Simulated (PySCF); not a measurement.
Isomers of C6H12N2, mass 112.100 u with the commonest isotopes. Method: PBE0/pcSseg-1 in PySCF (dipole) on a GFN2-xTB geometry, gas phase. One conformer each, none proved a minimum here; rigid rotors.

**Question.** Order these by out-of-plane moment Σ m c² = (Ia + Ib − Ic)/2, largest first.
A. `[CH2:1]=[CH:2][CH2:3][N:4]([NH2:5])[CH:6]1[CH2:7][CH2:8]1` with C1–C2–C3–N4 137°, C2–C3–N4–N5 65°, C3–N4–N5–H 78° and -163°, C3–N4–C6–C7 152°
B. `[CH2:1]=[CH:2][N:3]([CH3:4])[NH:5][CH:6]1[CH2:7][CH2:8]1` with C1–C2–N3–C4 165°, C2–N3–N5–C6 69°, N3–N5–C6–C7 165°
C. `[CH3:1][CH2:2][NH:3][CH2:4][CH2:5][CH2:6][C:7]#[N:8]` with C1–C2–N3–C4 177°, C2–N3–C4–C5 174°, N3–C4–C5–C6 -62°, C4–C5–C6–C7 -70°
D. `[CH3:1][CH2:2][N:3]1[CH2:4][CH2:5][C:6]([CH3:7])=[N:8]1` with C1–C2–N3–C4 69°
E. `[CH2:1]=[CH:2][CH2:3][N:4]([CH2:5][CH3:6])[N:7]=[CH2:8]` with C1–C2–C3–N4 118°, C2–C3–N4–C5 -71°, C3–N4–C5–C6 -93°, C3–N4–N7–C8 178°

**Answer.** C (42.59 u·Å²), D (34.47 u·Å²), B (28.56 u·Å²), E (27.23 u·Å²), A (22.58 u·Å²).

**Question.** Order these by rotational constant C, largest first.
A. `[CH3:1][CH2:2][NH:3][CH2:4][CH2:5][CH2:6][C:7]#[N:8]` with C1–C2–N3–C4 177°, C2–N3–C4–C5 174°, N3–C4–C5–C6 -62°, C4–C5–C6–C7 -70°
B. `[CH3:1][CH2:2][N:3]1[CH2:4][CH2:5][C:6]([CH3:7])=[N:8]1` with C1–C2–N3–C4 69°
C. `[CH2:1]=[CH:2][N:3]([CH3:4])[NH:5][CH:6]1[CH2:7][CH2:8]1` with C1–C2–N3–C4 165°, C2–N3–N5–C6 69°, N3–N5–C6–C7 165°
D. `[CH2:1]=[CH:2][CH2:3][N:4]([CH2:5][CH3:6])[N:7]=[CH2:8]` with C1–C2–C3–N4 118°, C2–C3–N4–C5 -71°, C3–N4–C5–C6 -93°, C3–N4–N7–C8 178°
E. `[CH2:1]=[CH:2][CH2:3][N:4]([NH2:5])[CH:6]1[CH2:7][CH2:8]1` with C1–C2–C3–N4 137°, C2–C3–N4–N5 65°, C3–N4–N5–H 78° and -163°, C3–N4–C6–C7 152°

**Answer.** B (1216 MHz), C (1149 MHz), D (1047 MHz), E (986.7 MHz), A (839.7 MHz).

**Question.** Order these by radius of gyration √(Σ m r²/M), largest first.
A. `[CH2:1]=[CH:2][CH2:3][N:4]([CH2:5][CH3:6])[N:7]=[CH2:8]` with C1–C2–C3–N4 118°, C2–C3–N4–C5 -71°, C3–N4–C5–C6 -93°, C3–N4–N7–C8 178°
B. `[CH3:1][CH2:2][NH:3][CH2:4][CH2:5][CH2:6][C:7]#[N:8]` with C1–C2–N3–C4 177°, C2–N3–C4–C5 174°, N3–C4–C5–C6 -62°, C4–C5–C6–C7 -70°
C. `[CH2:1]=[CH:2][N:3]([CH3:4])[NH:5][CH:6]1[CH2:7][CH2:8]1` with C1–C2–N3–C4 165°, C2–N3–N5–C6 69°, N3–N5–C6–C7 165°
D. `[CH2:1]=[CH:2][CH2:3][N:4]([NH2:5])[CH:6]1[CH2:7][CH2:8]1` with C1–C2–C3–N4 137°, C2–C3–N4–N5 65°, C3–N4–N5–H 78° and -163°, C3–N4–C6–C7 152°
E. `[CH3:1][CH2:2][N:3]1[CH2:4][CH2:5][C:6]([CH3:7])=[N:8]1` with C1–C2–N3–C4 69°

**Answer.** B (2.398 Å), D (2.184 Å), A (2.133 Å), C (2.044 Å), E (2.004 Å).

```csv
SMILES,point group,Ia (u·Å²),Ib (u·Å²),Ic (u·Å²),κ,μa (D),μb (D),μc (D)
C=CCN(CC)N=C,C1,164.79,372.58,482.90,-0.69,0.55,1.78,0.47
CCN1CCC(C)=N1,C1,129.74,354.95,415.75,-0.84,0.18,1.60,1.13
C=CN(C)NC1CC1,C1,151.83,345.06,439.78,-0.71,0.43,0.48,0.60
C=CCN(N)C1CC1,C1,125.53,431.82,512.19,-0.88,1.73,0.18,1.00
CCNCCCC#N,C1,136.86,550.15,601.82,-0.94,2.99,3.40,1.09
```
